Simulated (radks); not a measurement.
Values are calculated unless marked as measured or tabulated.
Problem. Radial electron density D(r) = 4 pi r^2 rho(r) of an atom or ion with 48 electrons. Code: a radial shooting solver on a logarithmic mesh with Libxc functionals. Model: scalar-relativistic Kohn-Sham, PBEsol, spin-unpolarised, spherical densities, point nucleus.

r (bohr)  D(r) (e/bohr)
0.001895          4.091
0.002189          5.208
0.002528          6.602
0.002943          8.433
0.003399          10.57
0.003957          13.32
0.004569          16.44
0.005277          20.12
0.006143          24.61
0.007095          29.42
0.00826           34.98
0.009539          40.55
0.01102           46.15
0.01282           51.71
0.01481           56.22
0.01724           59.70
0.01991           61.40
0.023             61.36
0.02677           59.61
0.03092           56.93
0.03599           54.14
0.04157           52.83
0.04801           53.96
0.05589           58.35
0.06455           64.93
0.07514           72.41
0.08678           77.32
0.1002            77.79
0.1167            72.75
0.1347            64.54
0.1556            56.76
0.1812            53.09
0.2092            55.21
0.2436            60.48
0.2813            63.06
0.3249            59.08
0.3782            47.59
0.4368            34.00
0.5084            22.74
0.5872            17.98
0.6781            17.93
0.7895            19.22
0.9118            18.77
1.061             15.83
1.226             11.88
1.416             8.185
1.648             5.367
1.903             3.716
2.216             2.673
2.559             2.008
2.955             1.472
3.44             0.9893
3.973            0.6191
4.626            0.3369
5.342            0.1686
6.169           0.07497
7.182           0.02764
8.295          0.009118
9.656          0.002290
11.15         0.0004895

What is the nuclear charge?

Solution. Z = 48. The innermost maximum, from 1s, lies near gamma/Z bohr with gamma = sqrt(1 - (Z/c)^2) = 0.937, here 0.0195 bohr (found: 0.0214), and its height grows with Z. The density is that of neutral cadmium in [Ar] 3d10 4s2 4p4 4d10 5s2 5p2; the configuration itself is not fixed sharply by these data, and Z only to a few units. D(r) has 4 maxima, at r = 0.0214, 0.0948, 0.279, 0.828 bohr, and minima at 0.0422, 0.184, 0.626 bohr, inside which lie 2.01, 11.23, 29.09 electrons.
